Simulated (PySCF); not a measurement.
PySCF input:

```python
from pyscf import gto, scf, dft

mol = gto.M(
    atom='''
    Si   -0.02969266   -0.19954636   -0.23417948
    Cl    0.52977633    0.15869490    1.64596283
    O    -0.66718019    1.33898245   -0.92730429
    O     1.14832720   -0.38636354   -1.29314883
    O    -1.37426810   -1.03752885   -0.41843412
    H    -0.14117385    1.83031987   -1.58241413
    H     2.01138750   -0.77342843   -1.11258525
    H    -1.69168341   -1.72931354    0.17146162
    H    -1.62406193    1.44753740   -1.06821988
    ''',
    basis='def2-tzvpd',
    charge=1,
    spin=0,
    verbose=4,
)

mf = dft.RKS(mol, xc='tpssh').density_fit(auxbasis='def2-universal-jkfit')
mf.grids.level = 3
mf.conv_tol = 1e-9
mf.max_cycle = 100
mf.max_memory = 1500
mf.kernel()
if not mf.converged:
    mf = mf.newton()
    mf.kernel(mf.make_rdm1())
mf.analyze()
```

Problem. Predict the final energy.

Solution. -977.83712 Eh (TPSSh/def2-TZVPD).

It need not be the lowest isomer of its formula.
